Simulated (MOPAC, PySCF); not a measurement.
diboryne with two imidazolylidenes `[B-](#[B-]c1[nH]cc[nH+]1)c1[nH]cc[nH+]1`, neutral singlet in the gas phase. 

Cartesian coordinates (Å):
```xyz
20

B     -0.7324    -0.0115     0.0561
B      0.7321    -0.0054    -0.0611
C      2.2108     0.0048    -0.1788
N      3.1436    -0.6614     0.5964
C      4.4401    -0.4003     0.1787
C      4.3492     0.4431    -0.8835
N      2.9991     0.6818    -1.0925
C     -2.2110    -0.0133     0.1764
N     -3.0167     0.8317     0.9190
C     -4.3601     0.5174     0.7775
C     -4.4289    -0.5448    -0.0680
N     -3.1261    -0.8591    -0.4251
H      2.8706    -1.2546     1.3676
H      5.3107    -0.8313     0.6636
H      5.1257     0.8865    -1.4995
H      2.5987     1.2711    -1.8093
H     -2.6317     1.5764     1.4834
H     -5.1478     1.0678     1.2829
H     -5.2880    -1.0956    -0.4389
H     -2.8377    -1.6033    -1.0450
```
Charge 0, multiplicity 1.

All levels are single points at this geometry (B3LYP-D3(BJ)/def2-SVP); Pople sets use spherical d functions. Orbital energies aren't observables, and empty levels follow the basis.

BP86/6-31G* in PySCF gives gap (eV) = 2.05.

Problem. Estimate the gap (eV) from each of these levels: PBE-D3(BJ)/def2-SVP in PySCF; ωB97X-D3(BJ)/def2-SVP in PySCF; B3LYP/3-21G in PySCF; B3LYP/6-311+G** in PySCF; B3LYP/6-31G* in PySCF; M06-2X/6-31G* in PySCF; PBE/6-31G* in PySCF; SVWN5/6-31G* in PySCF; HF/3-21G in PySCF; HF/STO-3G in PySCF; AM1 in MOPAC; PM7 in MOPAC.

Solution. 
```
level                           gap (eV)
------------------------------  --------
PBE-D3(BJ)/def2-SVP in PySCF        2.08
ωB97X-D3(BJ)/def2-SVP in PySCF      7.34
B3LYP/3-21G in PySCF                3.33
B3LYP/6-311+G** in PySCF            3.13
B3LYP/6-31G* in PySCF               3.23
M06-2X/6-31G* in PySCF              5.07
PBE/6-31G* in PySCF                 2.05
SVWN5/6-31G* in PySCF               2.01
HF/3-21G in PySCF                   8.58
HF/STO-3G in PySCF                  9.80
AM1 in MOPAC                        6.68
PM7 in MOPAC                        7.36
```
